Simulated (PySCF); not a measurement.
C2H4Cl2Si2, SMILES Cl[SiH](C#C[SiH3])Cl. Atoms are numbered in the order given.

```xyz
10

Si     3.7092    -0.0258     0.5694
C      1.8720    -0.1183     0.4608
C      0.6515    -0.1762     0.3828
Si    -1.1626    -0.2721     0.2830
Cl    -1.9368     1.6415     0.2778
Cl    -1.6889    -1.2323    -1.4669
H      4.2239     0.7510    -0.5903
H      4.2654    -1.4056     0.5444
H      4.0854     0.6492     1.8409
H     -1.7310    -1.0146     1.4253
```
Charge 0, spin multiplicity 1.

The structure is a stationary point at B3LYP-D3(BJ)/def2-SVP. The structure was generated by enumeration, and PubChem lists no compound with its InChIKey, so it may never have been made.

These are PBE/def2-TZVP (PySCF) values and carry that method's errors.

Problem. Estimate the frontier levels, gap, dipole moment and polarisability. (Estimate from the structure and the level; the computed values follow.)

Solution. 
```
Quantity                                                                                                         Value
---------------------------------------------------------------------------------------------  -----------------------
highest occupied level                                                                                        -7.37 eV
lowest empty level                                                                                            -2.25 eV
orbital gap                                                                                                    5.13 eV
dipole moment                                                                                                   1.76 D
quadrupole, principal values (traceless, Buckingham form, about the centre of nuclear charge)   -4.46, -1.82, 6.28 D·Å
mean static polarisability                                                                      102.9 bohr³ (15.25 Å³)
polarisability, principal values                                                               76.4, 90.8, 141.6 bohr³
```
